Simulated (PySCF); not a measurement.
```xyz
3

Zn     0.0000     0.0000     0.0000
Br     1.4918     1.4139    -0.8824
Br    -1.4918    -1.4139     0.8824
```

Charge 0, multiplicity 1.

Problem. Give the Mulliken and meta-Löwdin atomic charges from PySCF with TPSSh-D3(BJ)/def2-TZVP // PBE-D3(BJ)/def2-SVP.

Solution. 
```json
[
 {"atom": "Zn1", "Mulliken (e)": "0.54", "meta-Löwdin (e)": "1.18"},
 {"atom": "Br2", "Mulliken (e)": "-0.27", "meta-Löwdin (e)": "-0.59"},
 {"atom": "Br3", "Mulliken (e)": "-0.27", "meta-Löwdin (e)": "-0.59"}
]
```
